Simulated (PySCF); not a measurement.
# Excitation energy of Al by level of theory

Al [Ne] 3s2 3p1 (2P) → Al [Ne] 3s1 3p1 3d1 (high-spin determinant), as a difference of total energies. Computed with PySCF 2.14 in aug-cc-pwCVTZ (8s7p5d3f, 75 functions), with no relativity, point nucleus. Correlated levels: nothing frozen. The calculations carry no spin-orbit coupling.

```
                 method  excitation energy (eV)
                    UHF                   7.669
    MP2 (all electrons)                   8.623
SCS-MP2 (all electrons)                   8.859
   CCSD (all electrons)                   8.710
CCSD(T) (all electrons)                   8.680
```

**Question.** How much does correlation contribute at CCSD(T) (all electrons)?

**Answer.** 8.680 − (7.669) = 1.011 eV, measured against UHF.

The upper state lies above the first ionisation limit, but in LS coupling its spin forbids autoionisation to the ground ion.

The promoted electron is Rydberg-like, and one or two diffuse shells describe it only roughly, which tends to raise the upper state.

The coupled-cluster amplitudes are large for the upper state (T1 above 0.03 or a double amplitude above 0.15), so a single reference is strained.

The determinant of the upper state mixes LS terms, which raises its energy above the lowest term, most at the Hartree-Fock and MP2 levels.
